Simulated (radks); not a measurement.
Task: Rh I, 45 electrons, occupied as [Kr] 4d8 5s1. Calculated with a radial shooting solver on a logarithmic mesh with Libxc functionals: scalar-relativistic Kohn-Sham, BLYP, spin-unpolarised, spherical densities, finite nucleus; Fermi nuclear charge, rms radius 4.4945 fm. Some entries of the table are withheld. Estimate them.

orbital  occ.  eigenvalue (eV)  <1/r> (bohr^-1)
1s          2              (1)              (2)
2s          2        -3340.533            10.65
2p          6        -2994.196              (3)
3s          2        -596.6027            3.709
3p          6        -482.7601              (4)
3d         10        -300.6019            3.307
4s          2         -82.4001            1.403
4p          6              (5)            1.253
4d          8          -5.8286           0.8629
5s          1          -4.3187           0.3881

Result: 
(1) 1s eigenvalue (eV): -23042.00
(2) 1s <1/r> (bohr^-1): 47.05
(3) 2p <1/r> (bohr^-1): 10.32
(4) 3p <1/r> (bohr^-1): 3.533
(5) 4p eigenvalue (eV): -50.3017
